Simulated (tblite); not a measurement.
Parent: `[O:1]=[CH:2]/[C:3]([SiH3:4])=[CH:5]\[C:6]([F:7])([F:8])[F:9]` with O1–C2–C3–Si4 0°, C4H5F3OSi.

Computed geometry: GFN2-xTB, gas phase. One conformer each, not checked by frequencies here.

```tsv
coordinate of the parent	value
O1=C2	1.205 Å
C2–C3	1.468 Å
C3–Si4	1.908 Å
C3=C5	1.331 Å
C5–C6	1.502 Å
C6–F7	1.346 Å
C6–F8	1.339 Å
C6–F9	1.346 Å
O1–C2–C3	119.8°
C2–C3–Si4	110.1°
C2–C3–C5	124.1°
Si4–C3–C5	125.8°
C3–C5–C6	124.7°
C5–C6–F7	112.9°
C5–C6–F8	111.7°
C5–C6–F9	112.9°
F7–C6–F8	106.4°
F7–C6–F9	106.1°
F8–C6–F9	106.4°
```

Problem. How does the shared frame change in `[O:1]=[CH:2][SiH2:3]/[C:4]([SiH3:5])=[CH:6]\[C:7]([F:8])([F:9])[F:10]` with O1–C2–Si3–C4 6°, C2–Si3–C4–Si5 -13°, C4H7F3OSi2? Atoms pair as C3 = C4, Si4 = Si5, C5 = C6, C6 = C7, F7 = F9, F8 = F8, F9 = F10 (parent first).

Solution. 
```
   parent   relative  value in the relative  change
   C3–Si4     C4–Si5                1.919 Å  +0.011
    C3=C5      C4=C6                1.328 Å  -0.003
    C5–C6      C6–C7                1.494 Å  -0.008
    C6–F7      C7–F9                1.351 Å  +0.005
    C6–F8      C7–F8                1.339 Å   0.000
    C6–F9     C7–F10                1.350 Å  +0.004
Si4–C3–C5  Si5–C4–C6                 118.4°    -7.4
 C3–C5–C6   C4–C6–C7                 123.1°    -1.6
 C5–C6–F7   C6–C7–F9                 112.7°    -0.2
 C5–C6–F8   C6–C7–F8                 112.8°    +1.1
 C5–C6–F9  C6–C7–F10                 113.2°    +0.3
 F7–C6–F8   F9–C7–F8                 106.1°    -0.3
 F7–C6–F9  F9–C7–F10                 105.3°    -0.8
 F8–C6–F9  F8–C7–F10                 106.2°    -0.2
```

Of the parent's bonds, C3–Si4 changes most (+0.011 Å). Bonds of the relative outside the shared frame: O1=C2 1.207, C2–Si3 1.917, Si3–C4 1.885 Å. Point group Cs → C1.

Problem. How does the shared frame change in `[O:1]=[CH:2]/[C:3]([SiH3:4])=[CH:5]\[CH2:6][C:7]([F:8])([F:9])[F:10]` with O1–C2–C3–Si4 150°, C3–C5–C6–C7 -122°, C5H7F3OSi? Atoms pair as C2 = C3, C3 = C5, C5 = C6, C6 = C7, F7 = F8, F8 = F10, F9 = F9 (parent first).

Solution. 
```csv
parent,relative,value in the relative,change
C2–C3,C3=C5,1.337 Å,-0.131
C3=C5,C5–C6,1.498 Å,+0.167
C5–C6,C6–C7,1.517 Å,+0.015
C6–F7,C7–F8,1.343 Å,-0.003
C6–F8,C7–F10,1.340 Å,+0.001
C6–F9,C7–F9,1.342 Å,-0.004
C2–C3–C5,C3–C5–C6,126.2°,+2.1
C3–C5–C6,C5–C6–C7,110.2°,-14.5
C5–C6–F7,C6–C7–F8,112.7°,-0.2
C5–C6–F8,C6–C7–F10,112.1°,+0.4
C5–C6–F9,C6–C7–F9,112.2°,-0.7
F7–C6–F8,F8–C7–F10,106.4°,0.0
F7–C6–F9,F8–C7–F9,106.3°,+0.2
F8–C6–F9,F10–C7–F9,106.6°,+0.2
```

Of the parent's bonds, C3–C5 changes most (+0.167 Å). Bonds of the relative outside the shared frame: O1=C2 1.205, C2–C3 1.466, C3–Si4 1.899 Å. Point group Cs → C1.

Problem. How does the shared frame change in `[O:1]=[CH:2]/[C:3](=[CH:4]\[C:5]([F:6])([F:7])[F:8])[SiH2:9][SiH3:10]` with O1–C2–C3–C4 138°, C2–C3–Si9–Si10 50°, C4H7F3OSi2? Atoms pair as O1 = O1, C2 = C2, C3 = C3, Si4 = Si9, C5 = C4, C6 = C5, F7 = F6, F8 = F8, F9 = F7 (parent first).

Solution. 
```csv
parent,relative,value in the relative,change
O1=C2,O1=C2,1.209 Å,+0.004
C2–C3,C2–C3,1.457 Å,-0.011
C3–Si4,C3–Si9,1.908 Å,0.000
C3=C5,C3=C4,1.330 Å,-0.001
C5–C6,C4–C5,1.499 Å,-0.003
C6–F7,C5–F6,1.347 Å,+0.001
C6–F8,C5–F8,1.339 Å,0.000
C6–F9,C5–F7,1.349 Å,+0.003
O1–C2–C3,O1–C2–C3,122.5°,+2.7
C2–C3–Si4,C2–C3–Si9,110.6°,+0.5
C2–C3–C5,C2–C3–C4,123.8°,-0.3
Si4–C3–C5,Si9–C3–C4,125.0°,-0.8
C3–C5–C6,C3–C4–C5,123.1°,-1.6
C5–C6–F7,C4–C5–F6,112.9°,0.0
C5–C6–F8,C4–C5–F8,112.2°,+0.5
C5–C6–F9,C4–C5–F7,112.6°,-0.3
F7–C6–F8,F6–C5–F8,106.6°,+0.2
F7–C6–F9,F6–C5–F7,105.7°,-0.4
F8–C6–F9,F8–C5–F7,106.3°,-0.1
```

Of the parent's bonds, C2–C3 changes most (-0.011 Å). Bonds of the relative outside the shared frame: Si9–Si10 2.326 Å. Point group Cs → C1.

Problem. How does the shared frame change in `[CH3:1][SiH2:2]/[C:3]([CH:4]=[O:5])=[CH:6]/[C:7]([F:8])([F:9])[F:10]` with C1–Si2–C3–C4 78°, Si2–C3–C4–O5 -21°, C5H7F3OSi? Atoms pair as O1 = O5, C2 = C4, C3 = C3, Si4 = Si2, C5 = C6, C6 = C7, F7 = F9, F8 = F8, F9 = F10 (parent first).

Solution. 
```tsv
parent	relative	value in the relative	change
O1=C2	O5=C4	1.204 Å	-0.001
C2–C3	C4–C3	1.468 Å	0.000
C3–Si4	C3–Si2	1.912 Å	+0.004
C3=C5	C3=C6	1.330 Å	-0.001
C5–C6	C6–C7	1.501 Å	-0.001
C6–F7	C7–F9	1.345 Å	-0.001
C6–F8	C7–F8	1.340 Å	+0.001
C6–F9	C7–F10	1.348 Å	+0.002
O1–C2–C3	O5–C4–C3	121.5°	+1.7
C2–C3–Si4	C4–C3–Si2	112.9°	+2.8
C2–C3–C5	C4–C3–C6	123.2°	-0.9
Si4–C3–C5	Si2–C3–C6	123.6°	-2.2
C3–C5–C6	C3–C6–C7	124.3°	-0.4
C5–C6–F7	C6–C7–F9	113.1°	+0.2
C5–C6–F8	C6–C7–F8	111.7°	0.0
C5–C6–F9	C6–C7–F10	112.7°	-0.2
F7–C6–F8	F9–C7–F8	106.4°	0.0
F7–C6–F9	F9–C7–F10	106.0°	-0.1
F8–C6–F9	F8–C7–F10	106.3°	-0.1
```

Of the parent's bonds, C3–Si4 changes most (+0.004 Å). Bonds of the relative outside the shared frame: C1–Si2 1.895 Å. Point group Cs → C1.
